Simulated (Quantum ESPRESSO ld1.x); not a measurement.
Results of a calculation; reference values are marked as such.
One sound ld1.x (Quantum ESPRESSO 7.5) input for neutral iridium gives E = -16810.600 hartree in 34 iterations:

```
 &input
    zed=77.0,
    iswitch=1,
    rel=0,
    dft='BLYP',
    config='[Xe] 4f14 5d7 6s2',
    verbosity='high',
    prefix='ld1',
    max_out_wfc=37,
    file_charge='ld1.rho',
 /
```

Changed or added lines, one case at a time, and what came of them:

- atom='D2' (without zed): crashed. The symbol names no element; the program warns, takes a nuclear charge of zero and dies without a result.
- dft='HF': refused. The program stops in ld1_setup with "HF not implemented yet": ld1.x has no Hartree-Fock; KLI and OEP are its exact-exchange options.
- rmax=6.0: inaccurate. The mesh cuts the orbital tails; the run ends without a warning, but the energy is off by +0.001193 hartree against the default mesh.
- config='[Xe] 4f14 5d7 6s': refused. The program stops in el_config with "no occupancy field?": each term needs its occupation.
- config='[Xe] 4f14 5d7 6s2 7d-1': harmless. A negative occupation marks a state as unused; the result equals that of the sound run.
- xmin=-2.0: inaccurate. The mesh starts too far from the nucleus; the run ends without a warning, but the energy is off by -0.08287 hartree against the default mesh.
- config='[Xe] 4f14 5d7 6s2 5g1': refused. The program stops in el_config with "l not found:G": the config string knows s, p, d and f alone.
